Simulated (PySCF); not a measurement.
Compound: C₇H₇FS.
Structure used (GFN2-xTB), in Å, numbered top down from 1:
```
atom  x, y, z in Å
C1     1.311    1.874    1.218
C2     1.053    1.035    0.405
C3     0.794    0.030   -0.617
F4     1.028    0.591   -1.866
C5     1.715   -1.138   -0.388
S6     2.655   -1.818   -1.503
C7    -0.644   -0.477   -0.590
C8    -1.768    0.472   -0.299
C9    -1.394   -0.575    0.702
H10    1.517    2.609    1.939
H11    1.673   -1.530    0.624
H12   -0.809   -1.242   -1.340
H13   -2.681    0.354   -0.861
H14   -1.516    1.498   -0.079
H15   -0.893   -0.254    1.603
H16   -2.050   -1.420    0.842
```

Method used: CAM-B3LYP/def2-SVPD in PySCF (dipole) on a GFN2-xTB geometry, gas phase.

Take the most abundant isotopes and a rigid rotor. The values belong to one conformer with, in the numbering `[CH:1]#[C:2][C@@:3]([F:4])([CH:5]=[S:6])[CH:7]1[CH2:8][CH2:9]1`, C2–C3–C5–S6 -129°, C2–C3–C7–C8 38°.

What are A, B and C (MHz)?

Ia = 241.98, Ib = 502.35, Ic = 586.04 u·Å²; 505379 MHz·u·Å²/I gives A = 2088, B = 1006, C = 862.4 MHz.

Classify the top.

An asymmetric top. Ray's parameter κ = (2B − A − C)/(A − C) = -0.766; −1 is the prolate and +1 the oblate limit.

Is it planar, by Δ = Ic − Ia − Ib?

Not planar: Δ = Ic − Ia − Ib = -158.29 u·Å². For a rigid frame Δ = −2 Σ m c², so Σ m c² = 79.15 u·Å² lies off the ab plane: 10.11 from hydrogen and 69.04 from heavier atoms. The atom farthest from that plane is 1.76 Å away.

Give the other two planar moments, Paa and Pbb, and the rms extents of the mass along the axes.

Paa = Σ m a² = (Ib + Ic − Ia)/2 = 423.20 and Pbb = Σ m b² = (Ia + Ic − Ib)/2 = 162.84 u·Å². With the mass M = 142.03 u, the rms extents √(P/M) along a, b and c are 1.73, 1.07, 0.75 Å.

Which types of transition are allowed, and where do some lines up to J = 2 fall?

The dipole components are |μa| = 3.00 D, |μb| = 0.04 D, |μc| = 2.00 D. Intensities carry the squares of the components, which stand as 1.00 : 0.00 : 0.45 (a : b : c). Some lines, for components of 0.1 D or more:

```tsv
type	branch	J(Ka,Kc)	MHz	lower level (cm⁻¹)
a	Q	2(1,1) ← 2(1,2)	431	0.218
c	Q	2(1,2) ← 2(0,2)	952	0.187
c	Q	1(1,1) ← 1(0,1)	1082	0.062
a	R	1(0,1) ← 0(0,0)	1868	0.000
c	R	1(1,0) ← 0(0,0)	3095	0.000
c	Q	2(2,1) ← 2(1,1)	3247	0.233
a	R	2(1,2) ← 1(1,1)	3593	0.098
a	R	2(0,2) ← 1(0,1)	3723	0.062
a	R	2(1,1) ← 1(1,0)	3880	0.103
c	R	2(1,1) ← 1(0,1)	5107	0.062
c	R	2(2,0) ← 1(1,0)	7141	0.103
c	R	2(2,1) ← 1(1,1)	7271	0.098
```

Not checked by GFN2-xTB frequencies. Zero-point vibration and centrifugal distortion are left out.
